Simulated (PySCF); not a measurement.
**Radial density of Ba⁵⁰⁺ (barium, charge +50)**

TPSSh, [He] 2s2 2p2, high-spin 3P determinant. Calculation: PySCF 2.14, in an uncontracted even-tempered set (19 s from 26 bohr⁻², ratio 2.2; 12 p from 33 bohr⁻², ratio 2.2; 5 d from 130 bohr⁻², ratio 2.4; 5 f from 190 bohr⁻², ratio 2.4; 4 g from 280 bohr⁻², ratio 2.4); the spin-free X2C one-electron Hamiltonian (Gaussian nucleus).

```tsv
r (bohr)	4πr²ρ (e/bohr)	4πr²(ρα − ρβ)
0.0224	62.14	3.6261
0.0377	37.50	11.3284
0.0635	38.23	20.6168
0.107	34.31	14.9454
0.180	6.002	2.2976
0.302	0.06816	0.0261
```

Densities and radii are taken from the X2C orbitals without a picture-change correction, which distorts them close to the nucleus.

Spin-orbit coupling is strong in this species (close to jj coupling), so the high-spin LS determinant is a model state, not a physical level.
